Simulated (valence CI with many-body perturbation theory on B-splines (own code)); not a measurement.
## Energy levels of Pr XXI

Calculated by configuration interaction combined with many-body perturbation theory (CI+MBPT): three valence electrons over a frozen Dirac-Fock core [Kr], a basis of 7 s, 7 p, 8 d, 6 f, 4 g, 1 h functions for each j, with the one-electron correlation potential Σ1 (screened to all orders), the two-electron term Σ2, the three-electron term Σ3, Breit, model QED; selected single and double excitations, second order for the rest, scaled by the run's own slope (own B-spline code, finite nucleus).

No measured levels were compared; by estimate terms of the open shell hold to 2 to 4 % of their energy, and close levels can change places. The list stops below the first excitations out of the core.

Levels 1 to 19 of 19, with energies above the lowest level, 4d³ ⁴F_3/2. "Leading %" is the weight of the configuration and term that name the level; weights of strongly mixed levels are sums over their largest components and can fall short.

| No. | Configuration | Term | J | E (cm⁻¹) | Leading % | Second component | g |
| --- | --- | --- | --- | --- | --- | --- | --- |
| 1 | 4d³ | ⁴F | 3/2 | 0.0 | 73 | 21 % 4d³ ²D | 0.538 |
| 2 | 4d³ | ⁴F | 5/2 | 24162 | 92 | 7 % 4d³ ²D | 1.040 |
| 3 | 4d³ | ⁴F | 7/2 | 39224 | 72 | 24 % 4d³ ²G | 1.150 |
| 4 | 4d³ | ⁴P | 3/2 | 42130 | 46 | 32 % 4d³ ²P | 1.343 |
| 5 | 4d³ | ²G | 9/2 | 45856 | 40 | 36 % 4d³ ⁴F | 1.142 |
| 6 | 4d³ | ⁴P | 1/2 | 49395 | 69 | 31 % 4d³ ²P | 2.048 |
| 7 | 4d³ | ²G | 7/2 | 71558 | 69 | 27 % 4d³ ⁴F | 0.992 |
| 8 | 4d³ | ⁴P | 5/2 | 74570 | 84 | 11 % 4d³ ²D | 1.524 |
| 9 | 4d³ | ²H | 9/2 | 75343 | 52 | 47 % 4d³ ⁴F | 1.110 |
| 10 | 4d³ | ²D | 3/2 | 86245 | 44 | 40 % 4d³ ⁴P | 1.167 |
| 11 | 4d³ | ²P | 1/2 | 91124 | 69 | 31 % 4d³ ⁴P | 1.285 |
| 12 | 4d³ | ²H | 11/2 | 95831 | 100 |  | 1.089 |
| 13 | 4d³ | ²D | 5/2 | 103430 | 92 | 6 % 4d³ ⁴F | 1.194 |
| 14 | 4d³ | ²F | 5/2 | 111010 | 79 | 12 % 4d³ ²D | 0.960 |
| 15 | 4d³ | ²F | 7/2 | 115790 | 91 | 8 % 4d³ ²G | 1.123 |
| 16 | 4d³ | ²G | 9/2 | 117560 | 58 | 25 % 4d³ ²H | 1.097 |
| 17 | 4d³ | ²P | 3/2 | 127630 | 56 | 30 % 4d³ ²D | 1.187 |
| 18 | 4d³ | ²D | 3/2 | 165800 | 96 |  | 0.822 |
| 19 | 4d³ | ²D | 5/2 | 173510 | 77 | 17 % 4d³ ²F | 1.161 |

Names give the largest LS component (configuration and term), which can be under half, so a name can repeat, a term be missing and a line seem to break the LS rules; names also repeat where a configuration has a term twice.

The ionisation energy to 4d² ³F2 of the next ion comes out as 591.17 eV (NIST: 590 ± 4 eV (theoretical)). All 19 levels together are meant to be complete up to 642460 cm⁻¹.
